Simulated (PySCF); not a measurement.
Ti(Br)(OH)3 (BrH3O3Ti), SMILES [OH][Ti]([OH])([OH])[Br], multiplicity 1. Geometry optimised at PBE-D3(BJ)/def2-SVP. The spin state was assumed, not searched. The structure was generated by enumeration; whether it is a known compound was not checked. The values are those of a single conformer.

Level of theory: PBE-D3(BJ)/def2-SVP (PySCF).

Harmonic wavenumbers (cm⁻¹): 132, 132, 141, 191, 191, 251, 255, 255, 358, 453, 453, 460, 737, 793, 793, 3764, 3764, 3770. Rotational constants (GHz): 3.305, 1.228, 1.228; symmetry number 3.

Q: Work out the zero-point energy and the ideal-gas rigid-rotor harmonic-oscillator thermochemistry at 298.15 K and 1 atm.

A: ZPE = ½ Σ hcν = ½ × 16893 cm⁻¹ = 24.15 kcal/mol. H − E(el) = 30.28 kcal/mol. Entropy in cal/(mol K): translation 41.45, rotation 26.37, vibration 22.35, total 90.17. G − E(el) = 3.40 kcal/mol. Cp = 30.37 cal/(mol K). Modes under 150 cm⁻¹ make the vibrational entropy uncertain.
